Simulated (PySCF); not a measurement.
# Dipole moment and polarisability across levels of theory

C4H5FO2.
SMILES: `O=C1CO[C@H]1CF`

PySCF, dipoles from the SCF density, polarisabilities from static response with core orbitals frozen. Geometry: PBE0-D3(BJ)/def2-SVP, one conformer, isolated molecule.

Task: Compare the levels for these properties.

Result: 

```tsv
level	μ (D)	α (au)	anisotropy (au)
LDA/def2-SVPD	1.839	56.66	13.96
PBE/def2-SVPD	1.788	56.32	13.85
B3LYP/def2-SVPD	1.901	54.01	12.69
PBE0/def2-SVPD	1.900	53.38	12.55
BHandHLYP/def2-SVPD	2.029	51.47	11.65
CAM-B3LYP/def2-SVPD	1.948	53.04	11.99
wB97X-D/def2-SVPD	1.928	52.91	12.01
LC-wPBE/def2-SVPD	1.933	51.84	11.40
HF/def2-SVPD	2.196	49.06	10.71
PBE0/6-31G*	1.608	44.51	12.71
PBE0/def2-SVP	1.669	44.72	12.44
PBE0/6-31+G*	1.878	50.75	12.92
PBE0/aug-cc-pVDZ	1.883	54.42	13.16
PBE0/def2-TZVP	1.847	51.25	13.18
```

The anisotropy is √(½[(α1 − α2)² + (α2 − α3)² + (α3 − α1)²]). The dipole runs from 1.61 D (PBE0/6-31G*) to 2.20 D (HF/def2-SVPD). No reference polarisability is at hand; against PBE0 in the largest diffuse basis at hand (aug-cc-pVDZ) the other PBE0 rows deviate by 6-31G* -18%, def2-SVP -18%, 6-31+G* -7%, def2-SVPD -2%, def2-TZVP -6%. In one basis (def2-SVPD) the functionals order the polarisability from HF (lowest) to LDA (highest), a spread of 15%. With PBE0 the polarisability is 46.83 au without diffuse functions (mean of 6-31G*, def2-SVP and def2-TZVP) and 52.85 au with them (mean of 6-31+G*, def2-SVPD and aug-cc-pVDZ).
